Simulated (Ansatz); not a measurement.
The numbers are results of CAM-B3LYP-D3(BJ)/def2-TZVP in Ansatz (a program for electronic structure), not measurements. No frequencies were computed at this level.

Ansatz 0.2 input:
```yaml
crystal:
  periodic: [false, false, false]
  atoms:
    - { symbol: O, position_ang: [-0.149046, 1.214135, 0.00836] }
    - { symbol: B, position_ang: [0.357425, -0.025227, 0.014827] }
    - { symbol: O, position_ang: [-0.312735, -1.183856, -0.027965] }
    - { symbol: I, position_ang: [2.467517, -0.170272, 0.101919] }
    - { symbol: H, position_ang: [-1.093477, 1.361844, -0.03788] }
    - { symbol: H, position_ang: [-1.269684, -1.196624, -0.059261] }
basis:
  gaussian: { orbitals: def2-tzvp }
hamiltonian:
  xc: cam_b3lyp
  dispersion: d3bj
relax:
  max_steps: 150
```

Output:

```
Functional definition: CAM-B3LYP
970 factors; their error is unknown
278 factors; integrals over basis functions are off by at most 7.0e-6 eV
mean field evaluation 1: about -12901.0978 eV, gradient 6.6e1 eV
mean field evaluation 2: about -12897.6569 eV, gradient 8.1e1 eV
mean field evaluation 4: about -12907.7486 eV, gradient 1.1e0 eV
mean field evaluation 8: about -12907.9625 eV, gradient 5.9e-1 eV
mean field evaluation 16: about -12907.9628 eV, gradient 9.3e-5 eV
mean field -12907.96276589 eV, -474.3588823149 hartree, gradient 1.8e-5 eV, S^2 0.000000; 0 other end points of the search recorded, 0 dependent functions left out
reference -12907.96287103 eV, -474.3588861787 hartree; 24, 24 occupied and 131, 131 virtual orbitals, 970 factors
relax step   1: F+E_penalty+E_count = -12908.05796688 eV  Δ(F+E_penalty+E_count) = +0.000e0 eV  max|allowed force component| = 6.533e-1 eV/Å  Δτ_max = 0.0000 Å  (29 SCF iters, accepted)
these checks for a lower state are left out or cut short: starts, cluster_reference, orbital_swaps, neighbouring_geometries, increment
970 factors; their error is unknown
278 factors; integrals over basis functions are off by at most 7.2e-6 eV
mean field -12907.98251439 eV, -474.3596080591 hartree, gradient 9.6e-6 eV, S^2 0.000000; 0 other end points of the search recorded, 0 dependent functions left out
reference -12907.98261997 eV, -474.3596119392 hartree; 24, 24 occupied and 131, 131 virtual orbitals, 970 factors
relax step   2: F+E_penalty+E_count = -12908.07705604 eV  Δ(F+E_penalty+E_count) = -1.909e-2 eV  max|allowed force component| = 3.314e-1 eV/Å  Δτ_max = 0.0417 Å  (33 SCF iters, accepted)
these checks for a lower state are left out or cut short: starts, cluster_reference, orbital_swaps, neighbouring_geometries, increment
970 factors; their error is unknown
278 factors; integrals over basis functions are off by at most 7.2e-6 eV
mean field evaluation 32: about -12907.9892 eV, gradient 1.8e-5 eV
mean field -12907.98923350 eV, -474.3598549819 hartree, gradient 1.8e-5 eV, S^2 0.000000; 0 other end points of the search recorded, 0 dependent functions left out
reference -12907.98933902 eV, -474.3598588596 hartree; 24, 24 occupied and 131, 131 virtual orbitals, 970 factors
relax step   3: F+E_penalty+E_count = -12908.08385286 eV  Δ(F+E_penalty+E_count) = -6.797e-3 eV  max|allowed force component| = 1.682e-1 eV/Å  Δτ_max = 0.0176 Å  (32 SCF iters, accepted)
these checks for a lower state are left out or cut short: starts, cluster_reference, orbital_swaps, neighbouring_geometries, increment
970 factors; their error is unknown
278 factors; integrals over basis functions are off by at most 7.1e-6 eV
mean field -12907.99392161 eV, -474.3600272667 hartree, gradient 2.2e-5 eV, S^2 0.000000; 0 other end points of the search recorded, 0 dependent functions left out
reference -12907.99402681 eV, -474.3600311328 hartree; 24, 24 occupied and 131, 131 virtual orbitals, 970 factors
relax step   4: F+E_penalty+E_count = -12908.08874915 eV  Δ(F+E_penalty+E_count) = -4.896e-3 eV  max|allowed force component| = 5.698e-2 eV/Å  Δτ_max = 0.0496 Å  (32 SCF iters, accepted)
these checks for a lower state are left out or cut short: starts, cluster_reference, orbital_swaps, neighbouring_geometries, increment
970 factors; their error is unknown
278 factors; integrals over basis functions are off by at most 7.1e-6 eV
mean field -12907.99422546 eV, -474.3600384330 hartree, gradient 2.4e-5 eV, S^2 0.000000; 0 other end points of the search recorded, 0 dependent functions left out
reference -12907.99433068 eV, -474.3600422997 hartree; 24, 24 occupied and 131, 131 virtual orbitals, 970 factors
relax step   5: F+E_penalty+E_count = -12908.08905337 eV  Δ(F+E_penalty+E_count) = -3.042e-4 eV  max|allowed force component| = 3.260e-3 eV/Å  Δτ_max = 0.0075 Å  (34 SCF iters, accepted)
970 factors; their error is unknown
278 factors; integrals over basis functions are off by at most 7.1e-6 eV
mean field evaluation 64: about -12907.9942 eV, gradient 3.3e-3 eV
mean field -12907.99422546 eV, -474.3600384330 hartree, gradient 2.3e-5 eV, S^2 0.000000; 1 other end points of the search recorded, 0 dependent functions left out
reference -12907.99433068 eV, -474.3600422997 hartree; 24, 24 occupied and 131, 131 virtual orbitals, 970 factors
Total energy: -12908.08915858 eV, -474.3635271608 hartree
Atom 0 at    -0.155629     1.220916     0.003710 Å, force    -0.000116    -0.001750     0.001144 eV/Å
Atom 1 at     0.367193    -0.025442     0.014975 Å, force     0.003260     0.000415    -0.000294 eV/Å
Atom 2 at    -0.321199    -1.187954    -0.024020 Å, force     0.000170     0.001319     0.000978 eV/Å
Atom 3 at     2.504611    -0.173221     0.103663 Å, force    -0.000885    -0.000182    -0.000406 eV/Å
Atom 4 at    -1.114906     1.284420    -0.035139 Å, force    -0.001224     0.001278    -0.000803 eV/Å
Atom 5 at    -1.280069    -1.118719    -0.063188 Å, force    -0.001205    -0.001080    -0.000619 eV/Å
Dipole moment:    -0.870570     0.060220    -0.035566 e Å
```

Cost: roughly 30 core-seconds.
